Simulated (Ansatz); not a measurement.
Cost and result up the ladder for Sn3Se2 (the lowest singlet isomer of a short search) (5 atoms). The state is a singlet with charge 0. Geometry: PBE0-D4/def2-SVP.

```
atom   x (Å)   y (Å)   z (Å)
 Sn1   0.555  -1.369  -1.403
 Sn2   1.026   1.414  -0.378
 Sn3  -1.091   0.629   1.601
 Se4   1.029  -0.963   1.204
 Se5  -1.518   0.289  -1.024
```

Ansatz on 4 threads of Arm Neoverse V2 on a shared host. Times are rough, and most runs start from the orbitals of an earlier one. No level here is sound enough to serve as a yardstick. Binding counts from free atoms at the same level (Sn triplet, Se triplet; other spins of the atoms weren't run), without zero-point energy or a counterpoise term.

In the def2 sets Sn takes a core potential; there is no spin–orbit coupling. HSE06 is defined as in plane-wave codes, on full-range PBE exchange. Correlated methods freeze 30 core orbitals; core or outer-core shells of Sn, Se are correlated, in sets that lack core-valence functions. The rows differ in basis, and correlated rows in double-zeta sets carry the largest basis error. The structure comes from a short search, and lower isomers may exist.

Run but left out: PBE-QIDH/def2-TZVP (restricted singlet, unstable in another Hartree–Fock run and untested here).

Correlated methods converge slowly with the basis, most of all in double-zeta sets.

```csv
level,functions,wall time,binding energy per atom (eV),remarks
PBE-D4/def2-SVP,142,1.8 s,3.02,restricted SCF unstable in HF
PBE0-D4/def2-SVP,142,3.7 s,2.85,restricted SCF unstable in HF
PBE-D4/def2-TZVP (with forces),246,4.5 s,3.03,restricted SCF unstable in HF
r2SCAN-D4/def2-TZVP,246,9 s,2.90,restricted SCF unstable in HF
HSE06-D4/def2-TZVP,246,9.5 s,2.89,restricted SCF unstable in HF
MP2/def2-TZVP,246,11 s,2.92,restricted SCF unstable
PBE0-D4/def2-TZVP,246,11 s,2.88,restricted SCF unstable in HF
r2SCANh-D4/def2-TZVP,246,13 s,2.85,restricted SCF unstable in HF
CCSD(T)/def2-SVP,142,41 s,2.44,restricted SCF unstable in HF
```
